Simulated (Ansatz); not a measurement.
RuNF4, that is [RuNF4]- with one electron fewer. The state is a doublet with charge 0. Geometry r2SCAN-D4/def2-SVPD, that of the charge -1 singlet; atoms count from 1.

Cartesian coordinates in Å:
```
Ru -0.081 -0.041 -0.078
N -1.152 -0.590 -1.109
F 0.071 -1.330 1.335
F -1.019 1.014 1.220
F 0.545 1.646 -0.741
F 1.636 -0.698 -0.627
```

In the def2 sets Ru takes a core potential; there is no spin–orbit coupling.

Problem. Estimate the Mulliken populations from the PBE0/def2-TZVPD orbitals of Ansatz.

Solution. 
| atom | charge (e) | spin (α − β) | d electrons |
| --- | --- | --- | --- |
| Ru1 | 2.28 | 0.94 | 5.48 |
| N2 | -0.25 | -0.24 | – |
| F3 | -0.51 | 0.07 | – |
| F4 | -0.51 | 0.07 | – |
| F5 | -0.51 | 0.07 | – |
| F6 | -0.51 | 0.07 | – |
Mulliken values and Mayer orders depend strongly on the basis. With diffuse functions, as here, like atoms can get unlike values, and bond orders can come out too low or too high.

Problem. Where does the spin sit?

Solution. Summed by element: Ru 0.94, N -0.24, F 0.30, of 1 unpaired in all. Largest on single atoms: Ru1 0.94, N2 -0.24, F4 0.07.

Problem. And the Mayer bond orders between bonded heavy atoms (over 0.3)?

Solution. Ru1–N2 2.33 (1.58 Å); Ru1–F3 0.59 (1.92 Å); Ru1–F4 0.59 (1.92 Å); Ru1–F5 0.59 (1.92 Å); Ru1–F6 0.59 (1.92 Å).
